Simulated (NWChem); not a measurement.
Species: GaNH3OBr; SMILES [NH2][Ga]([OH])[Br]

```xyz
7

Ga    -0.0435     0.8080    -0.0289
Br    -0.0040    -1.4800    -0.0178
O     -1.5966     1.6627     0.0567
H     -2.3607     1.0794     0.1052
N      1.4803     1.7456    -0.1172
H      1.5059     2.7568    -0.1368
H      2.3950     1.3200    -0.1801
```
Atoms are numbered in this order, from 1.

All runs use the structure optimised with PBE0/def2-SVP.

Spin-orbit effects, on the heavy nuclei and on their neighbours, are missing.

Problem. Give the principal values of the shielding tensors (ppm) of Ga1, Br2, O3, N5 from LDA (Slater exchange, VWN5)/pcSseg-1, GIAO (NWChem), with their diamagnetic and paramagnetic parts as GIAO splits them.

Solution. 
```
atom     σ11     σ22     σ33  isotropic  diamagnetic  paramagnetic
----  ------  ------  ------  ---------  -----------  ------------
Ga1   1031.2  1278.5  1471.0     1260.2       2642.4       -1382.2
Br2   2325.9  2511.3  2943.6     2593.6       3124.5        -530.9
O3     153.9   267.8   315.8      245.9        390.5        -144.7
N5     187.7   211.7   275.8      225.1        318.8         -93.7
```
